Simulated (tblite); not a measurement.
Species: C6H8NO (doublet state).
Numbering: `[CH2:1][C@@H:2]([C:3]#[C:4][CH3:5])[NH:6][CH:7]=[O:8]` (hydrogens: H9, H10 on C1; H11 on C2; H12, H13, H14 on C5; H15 on N6; H16 on C7)

Computed geometry: GFN2-xTB, gas phase. This method treats the open shell by occupation alone, without spin polarisation.

Give the optimised bond lengths and angles.

| bond | length (Å) | order |
| --- | --- | --- |
| C1–C2 | 1.472 | single |
| C2–C3 | 1.457 | single |
| C3≡C4 | 1.199 | triple |
| C4–C5 | 1.446 | single |
| C2–N6 | 1.470 | single |
| N6–C7 | 1.341 | single |
| C7=O8 | 1.206 | double |
| C1–H9, C1–H10 | 1.072 | single |
| C2–H11 | 1.110 | single |
| C5–H12, C5–H13, C5–H14 | 1.090 | single |
| N6–H15 | 1.008 | single |
| C7–H16 | 1.107 | single |

Bonds in one row agree within 0.01 Å and their mean is given. Orders are formal, as drawn. A selection of angles:
| angle | degrees |
| --- | --- |
| C2–C1–H9 | 119.4 |
| C2–C1–H10 | 120.9 |
| H9–C1–H10 | 119.7 |
| C1–C2–C3 | 112.5 |
| C1–C2–N6 | 110.9 |
| C1–C2–H11 | 111.3 |
| C3–C2–N6 | 110.6 |
| C3–C2–H11 | 108.3 |
| N6–C2–H11 | 102.8 |
| C2–C3–C4 | 178.2 |
| C3–C4–C5 | 178.8 |
| C4–C5–H12 | 109.9 |
| H12–C5–H13 | 108.9 |
| C2–N6–C7 | 121.6 |
| C2–N6–H15 | 117.3 |
| C7–N6–H15 | 121.1 |
| N6–C7–O8 | 125.2 |
| N6–C7–H16 | 112.1 |
| O8–C7–H16 | 122.7 |

Torsions: C1–C2–N6–C7 122° (anticlinal); C2–N6–C7–O8 -1° (synperiplanar).

The C–N distances run from 1.341 Å (N6–C7, drawn single) to 1.470 Å (C2–N6, drawn single), a spread of 0.129 Å. The C–C distances run from 1.199 Å (C3≡C4, drawn triple) to 1.472 Å (C1–C2, drawn single), a spread of 0.273 Å. N6 (nitrogen bonded to 2 C and H) is planar (angles 121.6°, 121.1° and 117.3°, sum 360.0°, 0.00 Å off the plane of its three neighbours). C1 (carbon bonded to C and 2 H) is planar (angles 120.9°, 119.7° and 119.4°, sum 360.0°, 0.01 Å off the plane of its three neighbours). C7 (carbon bonded to N, O and H) is planar (angles 125.2°, 122.7° and 112.1°, sum 360.0°, 0.00 Å off the plane of its three neighbours). Of the pairs four or more bonds apart, O8···H11 is among the closest relative to their van der Waals radii: 2.27 Å, 83 % of the sum of Bondi's values.

Point group: C1 (no symmetry element, even within 0.4 Å). GFN2-xTB frequencies show an imaginary mode (23i cm⁻¹), so the point is no minimum at that level. Torsions: H–C1–C2–C3 -169° and 12°, C1–C2–N6–C7 122°, C2–N6–C7–O8 -1°.

One conformer stands for the species.
